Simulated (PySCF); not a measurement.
SeH: energy against distance

Set-up: PySCF, scalar-relativistic core potentials, basis sets H cc-pVTZ, Se cc-pVTZ-PP with ECP10. Energies in eV from H + Se in their ground configurations at the same level. State: ²Π (doublet), unpaired electrons π ↑.

All columns are UHF. A positive dipole means H(−)Se(+).

```
R (Å)  E (eV)  μ (D)  Mulliken charge on H (basis-dependent)  HOMO (eV)  LUMO (eV)  Mayer bond order  ⟨S²⟩
1.266  -1.644  -0.73                                    0.09      -9.60      -0.06              1.01  0.76
1.325  -1.975  -0.69                                    0.08      -9.58      -0.05              1.01  0.76
1.384  -2.156  -0.65                                    0.07      -9.58      -0.05              1.01  0.76
1.428  -2.214  -0.62                                    0.07      -9.57      -0.04              1.01  0.76
1.472  -2.220  -0.59                                    0.07      -9.57      -0.04              1.01  0.76
1.516  -2.182  -0.56                                    0.06      -9.57      -0.04              1.00  0.76
1.575  -2.080  -0.52                                    0.06      -9.58      -0.04              1.00  0.76
1.649  -1.889  -0.46                                    0.05      -9.58      -0.04              1.00  0.76
1.737  -1.598  -0.39                                    0.05      -9.59      -0.04              0.99  0.77
1.855  -1.167  -0.31                                    0.04      -9.58      -0.02              0.89  0.85
```

A fit through these points gives, at Re = 1.455 Å, μ = -0.60 D and dμ/dR = 0.697 D/Å; the reduced mass is 0.9953 u.

How strong is the fundamental in the double-harmonic approximation, I = 42.26·(dμ/dR)²/μred km/mol?

I = 42.26·(0.697)²/0.9953 = 20.6 km/mol at UHF.

Spin–orbit coupling is left out. Hartree–Fock leaves out correlation, which carries a large part of most bond energies and some tenths to 1 eV of ionisation energies. The state is the lowest determinant that a PBE0 search found; another state may lie lower at other levels.
